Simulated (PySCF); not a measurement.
C3H8N, SMILES CC(C)[NH], multiplicity 2. Coordinates come from a ωB97X-D3(BJ)/def2-SVP optimisation. The isomer is the one that the SMILES or the coordinates give; other isomers of the formula were not compared. Other conformers were not sampled.

Computed equilibrium geometry at ωB97X-D3(BJ)/def2-SVP (PySCF confirms it by a frequency run) as bond lengths and angles (one conformer of several):
Atoms: C1 C2 C3 N4 H5 H6 H7 H8 H9 H10 H11 H12. Bond lengths (Å): C1–C2 1.539, C1–H5 1.101, C1–H6 1.102, C1–H7 1.102, C2–C3 1.527, C2–N4 1.444, C2–H8 1.113, C3–H9 1.102, C3–H10 1.102, C3–H11 1.100, N4–H12 1.032. Angles (°): C2–C1–H5 110.6, C2–C1–H6 110.2, C2–C1–H7 111.4, H5–C1–H6 108.2, H5–C1–H7 108.1, H6–C1–H7 108.2, C1–C2–C3 112.0, C1–C2–N4 111.3, C1–C2–H8 107.1, C3–C2–N4 110.1, C3–C2–H8 108.6, N4–C2–H8 107.6, C2–C3–H9 111.4, C2–C3–H10 110.0, C2–C3–H11 110.3, H9–C3–H10 108.5, H9–C3–H11 108.7, H10–C3–H11 107.8, C2–N4–H12 106.1.
Charge 0, spin multiplicity 2.
